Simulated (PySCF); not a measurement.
A side-by-side comparison of computed properties.

First species: C₆H₈NOP.
SMILES: `c1ccc([P@H](=O)C)nc1`

Second species: C₁₁H₉F.
Numbering: `[CH2:1]=[C:2]1[C:3]([CH3:4])=[CH:5][c:6]2[cH:7][cH:8][c:9]([F:10])[cH:11][c:12]21` (hydrogens: H13, H14 on C1; H15, H16, H17 on C4; H18 on C5; H19 on C7; H20 on C8; H21 on C11)

Structure used (GFN2-xTB), in Å, numbered top down from 1:
```
atom  x, y, z in Å
C1    -1.5251    1.9386    0.2543
C2    -0.9254    0.7570    0.1071
C3    -1.5720   -0.5578   -0.0240
C4    -3.0467   -0.7496   -0.0078
C5    -0.6221   -1.5054   -0.1537
C6     0.6934   -0.8931   -0.1178
C7     1.9596   -1.4392   -0.2094
C8     3.0576   -0.5913   -0.1409
C9     2.8604    0.7685    0.0152
F10    3.9446    1.5765    0.0789
C11    1.6004    1.3456    0.1094
C12    0.5171    0.4974    0.0418
H13   -2.5972    2.0294    0.2908
H14   -0.9598    2.8506    0.3421
H15   -3.5132   -0.1911   -0.8193
H16   -3.4675   -0.3912    0.9316
H17   -3.2928   -1.8021   -0.1216
H18   -0.7875   -2.5618   -0.2677
H19    2.1008   -2.5026   -0.3314
H20    4.0639   -0.9745   -0.2078
H21    1.5025    2.4128    0.2300
```

Levels: PBE0/pcSseg-1 for dipole moment, HOMO energy, LUMO energy and HOMO–LUMO gap; GFN2-xTB for rotational constant A and rotational constant C. Geometries: GFN2-xTB. Each species is one conformer at its optimised geometry, gas phase, non-relativistic unless stated. Electronic properties by PySCF.

The conformers computed, where there is a choice (atom-mapped SMILES and torsion angles):
- `[CH3:1][P@@H:2](=[O:3])[c:4]1[cH:5][cH:6][cH:7][cH:8][n:9]1`: C1–P2–C4–C5 -128°

Task: Which has the higher HOMO–LUMO gap?

Result: The first: 6.09 eV against 4.25 eV, a difference of 1.84 eV.

Task: Which has the higher dipole moment?

Result: The first: 3.93 D against 2.39 D, a difference of 1.54 D.

Task: Which has the higher HOMO energy?

Result: The second: -6.18 eV against -7.52 eV, a difference of 1.34 eV.

Task: Which of the two has the higher rotational constant C, and by how much?

Result: The first: 0.787 GHz against 0.497 GHz, a difference of 0.290 GHz.

Task: Which has the higher rotational constant A?

Result: The first: 3.158 GHz against 2.228 GHz, a difference of 0.930 GHz.

Task: Which has the higher LUMO energy?

Result: The first: -1.43 eV against -1.93 eV, a difference of 0.50 eV.

On the first: In atomic units the dipole is 1.55 e·bohr (1 au = 2.5417 D).

On the second: The dipole matches unit charges of opposite sign 0.50 Å apart (1 e·Å = 4.8032 D).
